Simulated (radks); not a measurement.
Valence configurations of Er+ (all share [Xe]). All-electron calculation, Dirac Kohn-Sham, PBE, spin-unpolarised, spherical densities, finite nucleus; open shells fill j = l - 1/2 first; Fermi nuclear charge, rms radius 5.2516 fm. Program: a radial shooting solver on a logarithmic mesh with Libxc functionals. Energies are relative to 4f12 6s1; eigenvalues in eV.

[
 {"valence": "4f12 6s1", "E (eV)": "0.000", "e(4f5/2)": "-10.256", "e(4f7/2)": "-9.174", "e(5d3/2)": "-", "e(6p1/2)": "-", "e(6s1/2)": "-9.055"},
 {"valence": "4f11.5 6s1.5", "E (eV)": "0.839", "e(4f5/2)": "-14.307", "e(4f7/2)": "-13.190", "e(5d3/2)": "-", "e(6p1/2)": "-", "e(6s1/2)": "-9.870"},
 {"valence": "4f12 5d1", "E (eV)": "2.390", "e(4f5/2)": "-8.634", "e(4f7/2)": "-7.553", "e(5d3/2)": "-5.802", "e(6p1/2)": "-", "e(6s1/2)": "-"},
 {"valence": "4f13", "E (eV)": "2.392", "e(4f5/2)": "-4.315", "e(4f7/2)": "-3.301", "e(5d3/2)": "-", "e(6p1/2)": "-", "e(6s1/2)": "-"},
 {"valence": "4f12 6p1", "E (eV)": "3.306", "e(4f5/2)": "-11.462", "e(4f7/2)": "-10.378", "e(5d3/2)": "-", "e(6p1/2)": "-6.419", "e(6s1/2)": "-"},
 {"valence": "4f11 6s2", "E (eV)": "3.396", "e(4f5/2)": "-18.811", "e(4f7/2)": "-17.660", "e(5d3/2)": "-", "e(6p1/2)": "-", "e(6s1/2)": "-10.680"},
 {"valence": "4f11.5 5d1 6p0.5", "E (eV)": "4.365", "e(4f5/2)": "-12.860", "e(4f7/2)": "-11.745", "e(5d3/2)": "-7.397", "e(6p1/2)": "-6.032", "e(6s1/2)": "-"},
 {"valence": "4f11 5d1 6s1", "E (eV)": "4.608", "e(4f5/2)": "-16.455", "e(4f7/2)": "-15.305", "e(5d3/2)": "-8.270", "e(6p1/2)": "-", "e(6s1/2)": "-9.758"},
 {"valence": "4f11 5d2", "E (eV)": "6.334", "e(4f5/2)": "-14.463", "e(4f7/2)": "-13.314", "e(5d3/2)": "-7.006", "e(6p1/2)": "-", "e(6s1/2)": "-"},
 {"valence": "4f11 6s1 6p1", "E (eV)": "7.238", "e(4f5/2)": "-19.983", "e(4f7/2)": "-18.831", "e(5d3/2)": "-", "e(6p1/2)": "-7.425", "e(6s1/2)": "-11.302"}
]

NIST lists [Xe] 4f12 6s1 as the ground configuration; this level of theory agrees among the configurations tried. The energies are those of spherical spin-averaged densities, not of single terms.
